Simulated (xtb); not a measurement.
Input file for xtb: GFN2-xTB on BFH2S2 (SMILES FB(S)S), a point of a torsion scan.

```
$ xtb mol.xyz --gfn 2 --opt vtight --chrg 0 --uhf 0 --input xcontrol
6

F     -0.93416185    -1.73390730     0.65117248
B     -0.42336280    -0.77484225    -0.29455329
S      1.46021244    -0.64404177    -0.51404362
S     -1.35887349     0.86835303    -0.42866545
H      1.78875636     0.65575793    -0.03440856
H     -0.58569526     1.82684592     0.28269754
$constrain
  force constant=1.0
  dihedral: 4,2,3,5,30.0
$end
```

Program output:

```
[...]
           -------------------------------------------------
          |                Calculation Setup                |
           -------------------------------------------------



           -------------------------------------------------
          |                 G F N 2 - x T B                 |
           -------------------------------------------------

        Reference                      10.1021/acs.jctc.8b01176
      * Hamiltonian:
        H0-scaling (s, p, d)           1.850000    2.230000    2.230000
        zeta-weighting                 0.500000
      * Dispersion:
        s8                             2.700000
        a1                             0.520000
        a2                             5.000000
        s9                             5.000000
      * Repulsion:
        kExp                           1.500000    1.000000
        rExp                           1.000000
      * Coulomb:
        alpha                          2.000000
        third order                    shell-resolved
        anisotropic                    true
        a3                             3.000000
        a5                             4.000000
        cn-shift                       1.200000
        cn-exp                         4.000000
        max-rad                        5.000000


          ...................................................
          :                      SETUP                      :
          :.................................................:
          :  # basis functions                  30          :
          :  # atomic orbitals                  28          :
          :  # shells                           12          :
          :  # electrons                        24          :
          :  max. iterations                   250          :
          :  Hamiltonian                  GFN2-xTB          :
          :  restarted?                      false          :
          :  GBSA solvation                  false          :
          :  PC potential                    false          :
          :  electronic temp.          300.0000000     K    :
          :  accuracy                    1.0000000          :
          :  -> integral cutoff          0.2500000E+02      :
          :  -> integral neglect         0.1000000E-07      :
          :  -> SCF convergence          0.1000000E-05 Eh   :
          :  -> wf. convergence          0.1000000E-03 e    :
          :  Broyden damping             0.4000000          :
          :  net charge                          0          :
          :  unpaired electrons                  0          :
          ...................................................

 iter      E             dE          RMSdq      gap      omega  full diag
   1    -13.2187083 -0.132187E+02  0.887E+00    4.45       0.0  T
   2    -13.1563993  0.623090E-01  0.951E+00    0.80       1.0  T
   3    -13.4928431 -0.336444E+00  0.426E+00    2.73       1.0  T
   4    -13.5231087 -0.302657E-01  0.144E+00    1.92       1.0  T
   5    -13.5219285  0.118020E-02  0.957E-01    2.37       1.0  T
   6    -13.5268466 -0.491803E-02  0.259E-01    2.16       1.0  T
   7    -13.5267158  0.130810E-03  0.177E-01    2.18       1.0  T
   8    -13.5268704 -0.154670E-03  0.555E-02    2.15       1.0  T
   9    -13.5268836 -0.131510E-04  0.215E-02    2.14       1.9  T
  10    -13.5268859 -0.228456E-05  0.394E-03    2.14      10.4  T
  11    -13.5268859 -0.608223E-07  0.864E-04    2.14      47.2  T
  12    -13.5268859 -0.338826E-08  0.217E-04    2.14     188.0  T

   *** convergence criteria satisfied after 12 iterations ***

         #    Occupation            Energy/Eh            Energy/eV
      -------------------------------------------------------------
         1        2.0000           -0.8280679             -22.5329
       ...           ...                  ...                  ...
         6        2.0000           -0.5367862             -14.6067
         7        2.0000           -0.5278082             -14.3624
         8        2.0000           -0.5100060             -13.8780
         9        2.0000           -0.5036869             -13.7060
        10        2.0000           -0.4484696             -12.2035
        11        2.0000           -0.4236088             -11.5270
        12        2.0000           -0.4060262             -11.0485 (HOMO)
        13                         -0.3275388              -8.9128 (LUMO)
        14                         -0.2182043              -5.9376
        15                         -0.2032759              -5.5314
        16                         -0.1421877              -3.8691
        17                         -0.1335366              -3.6337
       ...                                ...                  ...
        28                          0.4389044              11.9432
      -------------------------------------------------------------
                  HL-Gap            0.0784875 Eh            2.1358 eV
             Fermi-
[...]
17                         -0.0945346              -2.5724
       ...                                ...                  ...
        28                          0.5909703              16.0811
      -------------------------------------------------------------
                  HL-Gap            0.1521674 Eh            4.1407 eV
             Fermi-level           -0.3361028 Eh           -9.1458 eV

 SCC (total)                   0 d,  0 h,  0 min,  0.004 sec
 SCC setup                      ...        0 min,  0.000 sec (  1.517%)
 Dispersion                     ...        0 min,  0.000 sec (  0.457%)
 classical contributions        ...        0 min,  0.000 sec (  0.169%)
 integral evaluation            ...        0 min,  0.001 sec ( 28.798%)
 iterations                     ...        0 min,  0.001 sec ( 19.803%)
 molecular gradient             ...        0 min,  0.002 sec ( 45.929%)
 printout                       ...        0 min,  0.000 sec (  3.053%)

         :::::::::::::::::::::::::::::::::::::::::::::::::::::
         ::                     SUMMARY                     ::
         :::::::::::::::::::::::::::::::::::::::::::::::::::::
         :: total energy             -13.554544602149 Eh    ::
         :: gradient norm              0.000042102001 Eh/a0 ::
         :: HOMO-LUMO gap              4.140686910493 eV    ::
         ::.................................................::
         :: SCC energy               -13.607552494485 Eh    ::
         :: -> isotropic ES            0.052184149457 Eh    ::
         :: -> anisotropic ES         -0.001181172835 Eh    ::
         :: -> anisotropic XC         -0.000026776279 Eh    ::
         :: -> dispersion             -0.003358120922 Eh    ::
         :: repulsion energy           0.052976254538 Eh    ::
         :: add. restraining           0.000031637798 Eh    ::
         :: total charge               0.000000000000 e     ::
         :::::::::::::::::::::::::::::::::::::::::::::::::::::

           -------------------------------------------------
          |                Property Printout                |
           -------------------------------------------------

    * Orbital Energies and Occupations

         #    Occupation            Energy/Eh            Energy/eV
      -------------------------------------------------------------
         1        2.0000           -0.8395603             -22.8456
         2        2.0000           -0.7445538             -20.2603
         3        2.0000           -0.7398682             -20.1328
         4        2.0000           -0.5753516             -15.6561
         5        2.0000           -0.5537178             -15.0674
         6        2.0000           -0.5473963             -14.8954
         7        2.0000           -0.5239596             -14.2577
         8        2.0000           -0.5119821             -13.9317
         9        2.0000           -0.5106911             -13.8966
        10        2.0000           -0.4505442             -12.2599
        11        2.0000           -0.4355084             -11.8508
        12        2.0000           -0.4121865             -11.2162 (HOMO)
        13                         -0.2600190              -7.0755 (LUMO)
        14                         -0.2146955              -5.8422
        15                         -0.1792704              -4.8782
        16                         -0.1098458              -2.9891
        17                         -0.0945346              -2.5724
        18                         -0.0474321              -1.2907
        19                         -0.0418917              -1.1399
        20                         -0.0382114              -1.0398
        21                         -0.0309761              -0.8429
        22                         -0.0257718              -0.7013
        23                          0.0519506               1.4136
       ...                                ...                  ...
        28                          0.5909703              16.0811
      -------------------------------------------------------------
                  HL-Gap            0.1521674 Eh            4.1407 eV
             Fermi-level           -0.3361028 Eh           -9.1458 eV

     #   Z          covCN         q      C6AA      α(0)
     1   9 F        0.744    -0.253    11.802     4.057
     2   5 B        2.520     0.455    16.366     7.014
     3  16 S        1.856    -0.285   153.380    20.845
Note: The following floating-point exceptions are signalling: IEEE_DENORMAL
normal termination of xtb
     4  16 S        1.858    -0.269   152.648    20.795
     5   1 H        0.923     0.176     1.232     1.736
     6   1 H        0.923     0.177     1.224     1.730

 Mol. C6AA /au·bohr⁶  :       1173.504113
 Mol. C8AA /au·bohr⁸  :      48327.850021
 Mol. α(0) /au        :         56.176974


Wiberg/Mayer (AO) data.
largest (>0.10) Wiberg bond orders for each atom

 ---------------------------------------------------------------------------
     #   Z sym  total        # sym  WBO       # sym  WBO       # sym  WBO
 ---------------------------------------------------------------------------
     1   9 F    1.191 --     2 B    1.095
     2   5 B    3.398 --     4 S    1.157     3 S    1.122     1 F    1.095
     3  16 S    2.174 --     2 B    1.122     5 H    0.947
     4  16 S    2.214 --     2 B    1.157     6 H    0.949
     5   1 H    0.969 --     3 S    0.947
     6   1 H    0.969 --     4 S    0.949
 ---------------------------------------------------------------------------

Topologies differ in total number of bonds
Writing topology from bond orders to xtbtopo.mol

molecular dipole:
                 x           y           z       tot (Debye)
 q only:        0.504       1.028       0.033
   full:        0.432       0.848       0.105       2.434
molecular quadrupole (traceless):
                xx          xy          yy          xz          yz          zz
 q only:       -1.854       1.469       0.218       1.385      -0.455       1.636
  q+dip:       -4.050       3.423       0.579       2.374      -0.619       3.471
   full:       -4.013       3.740       0.904       2.286      -0.472       3.109

           -------------------------------------------------
          |                Geometry Summary                 |
           -------------------------------------------------

      molecular mass/u    :       95.9548875
   center of mass at/Å    :       -0.2080269      -0.3240437      -0.0683043
  moments of inertia/u·Å² :        0.7402226E+02   0.1697852E+03   0.2431335E+03
rotational constants/cm⁻¹ :        0.2277373E+00   0.9928801E-01   0.6933487E-01

 * 5 selected distances

     #   Z          #   Z                                           value/Å
     1   9 F        2   5 B                                       1.3183544 (min)
     2   5 B        3  16 S                                       1.8121810 (max)
     2   5 B        4  16 S                                       1.8025280
     3  16 S        5   1 H                                       1.3296889
     4  16 S        6   1 H                                       1.3297102

 * 3 distinct bonds (by element types)

   Z      Z             #   av. dist./Å        max./Å        min./Å
   5 B    9 F           1     1.3183544     1.3183544     1.3183544
   1 H   16 S           2     1.3296996     1.3297102     1.3296889
   5 B   16 S           2     1.8073545     1.8121810     1.8025280


optimized geometry written to: xtbopt.xyz


           -------------------------------------------------
          | TOTAL ENERGY              -13.554544602149 Eh   |
          | GRADIENT NORM               0.000042102001 Eh/α |
          | HOMO-LUMO GAP               4.140686910493 eV   |
           -------------------------------------------------

------------------------------------------------------------------------
------------------------------------------------------------------------
 total:
 SCF:
 ANC optimizer:
```

The run finished.

Warnings raised: the energy holds the restraint's term.

Cost: around 0.12 core-seconds (rough).
